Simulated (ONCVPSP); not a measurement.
Ni: ONCV pseudisation with PBE, scalar-relativistic reference atom.

ONCVPSP 4.0.1 input, shortened (lines: element, Z, core and valence counts, functional; n l f; lmax; l rc ep ncon nbas qcut; lloc lpopt rc5 dvloc0; l nproj debl; icmod fcfact rcfact), PBE, scalar-relativistic:

```
  Ni 28.00    3    4        4      upf
    1    0    2.00
    2    0    2.00
    2    1    6.00
    3    0    2.00
    3    1    6.00
    3    2    8.00
    4    0    1.50
    2
    0    1.10    0.00    3    7   13.40
    1    0.90    0.00    3    6   13.90
    2    1.65    0.00    4    8    8.40
    4    5    0.60   -1.00
    0    2    0.70
    1    2    1.30
    2    2    1.90
    3    4.25    1.75
```

In the p channel the program set the typed energies aside and used -2.784, 0.250 Ha.

- Cutoffs needed: 58 Ha and 73 Ha (the cutoffs (Ha) at which the residual kinetic energy of the hardest occupied pseudo-wave falls to 1 and 0.1 mHa per electron)
- Ghost test: no bound ghost flagged; GHOST(+) flagged for s at 487.5 eV
- Largest excitation error: +110 meV (all-electron minus pseudo) for 3s2 3p6 3d9 4s0, out of 4 test configurations
- rms error of d²Exc/dni dnj: 2.29 mHa without and 2.90 mHa with the model core
